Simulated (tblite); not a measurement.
C7H6O3 (charge +1 and doublet state).
Bonds: C1–C2, C2–O3 (double), C2–C4, C4–C5 (double), C5–O6, O6–C7, C7–O8 (double), C7–C9, C9–C10, C4–C10. Hydrogens: H11, H12, H13 on C1; H14 on C5; H15 on C9; H16 on C10.

Computed geometry: GFN2-xTB, gas phase. This method treats the open shell by occupation alone, without spin polarisation.

Question: What internal coordinates does the optimisation give?

Answer: 
```
                  bond  length (pm)   order
                 C1–C2        150.4  single
                 C2=O3        119.6  double
                 C2–C4        148.9  single
                 C4=C5        137.4  double
                 C5–O6        129.7  single
                 O6–C7        138.3  single
                 C7=O8        119.2  double
                 C7–C9        146.4  single
                C9–C10        135.0  single
                C4–C10        142.1  single
C1–H11, C1–H12, C1–H13        108.9  single
                C5–H14        109.1  single
                C9–H15        107.9  single
               C10–H16        108.4  single
```

Bonds in one row agree within 1 pm and their mean is given. Orders are formal, as drawn. A selection of angles:
```
    angle  degrees
 C1–C2–O3    122.8
 C1–C2–C4    115.9
 O3–C2–C4    121.3
 C2–C4–C5    116.6
C2–C4–C10    127.1
C5–C4–C10    116.3
 C4–C5–O6    123.3
 C5–O6–C7    124.2
 O6–C7–O8    120.9
 O6–C7–C9    114.5
 O8–C7–C9    124.6
C7–C9–C10    120.4
C4–C10–C9    121.2
```

Torsions: C1–C2–C4–C5 179° (antiperiplanar); C2–C4–C5–O6 180° (antiperiplanar); C4–C5–O6–C7 0° (synperiplanar); C5–O6–C7–O8 180° (antiperiplanar); O6–C7–C9–C10 0° (synperiplanar); C7–C9–C10–C4 0° (synperiplanar); C2–C4–C10–C9 180° (antiperiplanar).

O6 (oxygen bonded to 2 C) is bent (angle 124.2°). Of the pairs four or more bonds apart, O3···H14 is among the closest relative to their van der Waals radii: 2.43 Å, 89 % of the sum of Bondi's values. C9 (carbon bonded to 2 C and H) is planar (angles 123.9°, 120.4° and 115.6°, sum 360.0°, 0.00 Å off the plane of its three neighbours). C10 (carbon bonded to 2 C and H) is planar (angles 121.2°, 120.4° and 118.4°, sum 360.0°, 0.00 Å off the plane of its three neighbours). The 10 heavy atoms lie in one plane (0.011 Å rms). C2 (carbon bonded to 2 C and O) is planar (angles 122.8°, 121.3° and 115.9°, sum 360.0°, 0.00 Å off the plane of its three neighbours). The 4 C–O bonds span 1.192 Å (C7=O8, drawn double in one of several resonance forms) to 1.383 Å (O6–C7, drawn single), a spread of 0.191 Å.

Its GFN2-xTB frequencies are all real (lowest 57 cm⁻¹).

On Arm Neoverse V2, one thread, shared host with 32 logical CPUs at a one-minute load of 13, this took 0.67 s of wall time. That covers the optimisation of the geometry.

One conformer stands for the species.
